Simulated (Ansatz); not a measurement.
CH7BO2Si (`C[SiH](O)BO`), relaxed with RKS PBE0-D4/def2-TZVP in Ansatz 0.2.0 from a PBE-D4/def2-SVP geometry. The force threshold is 0.005 eV/Å; the program also tests the step.

Total charge 0; spin multiplicity 1.

Start:

```xyz
12

C     0.274    0.645   -1.638
Si   -0.146    0.704    0.195
O    -1.804    1.077    0.292
B     0.204   -1.046    1.173
O     1.034   -1.964    0.601
H     0.059    1.613   -2.133
H    -0.309   -0.147   -2.150
H     1.352    0.418   -1.768
H     0.680    1.805    0.842
H    -2.173    0.970    1.185
H    -0.314   -1.307    2.259
H     1.141   -2.768    1.143
```

| step | energy (eV) | largest force (eV/Å) | largest move (Å) |
| --- | --- | --- | --- |
| 1 | -13794.2146 | 0.967 | 0.000 |
| 2 | -13794.2627 | 0.557 | 0.035 |
| 3 | -13794.2712 | 0.138 | 0.038 |
| 4 | -13794.2717 | 0.146 | 0.046 |
| 5 | -13794.2747 | 0.115 | 0.031 |
| 6 | -13794.2767 | 0.040 | 0.072 |
| 7 | -13794.2774 | 0.014 | 0.030 |
| 8 | -13794.2778 | 0.039 | 0.049 |
| 9 | -13794.2779 | 0.038 | 0.023 |
| 10 | -13794.2781 | 0.019 | 0.026 |
| 11 | -13794.2781 | 0.015 | 0.018 |
| 12 | -13794.2781 | 0.015 | 0.015 |
| 13 | -13794.2782 | 0.009 | 0.004 |
| 14 | -13794.2782 | 0.005 | 0.004 |
| 15 | -13794.2782 | 0.001 | 0.001 |

End:

```xyz
12

C     0.238    0.630   -1.631
Si   -0.163    0.675    0.187
O    -1.761    1.119    0.295
B     0.174   -1.087    1.142
O     1.172   -1.886    0.694
H     0.078    1.608   -2.090
H    -0.388   -0.100   -2.150
H     1.283    0.345   -1.779
H     0.696    1.713    0.849
H    -2.153    1.123    1.169
H    -0.463   -1.448    2.105
H     1.286   -2.691    1.208
```

Hardware: 4 threads of a server CPU on a shared host. Wall time 48 s, peak host memory 0.49 GiB.
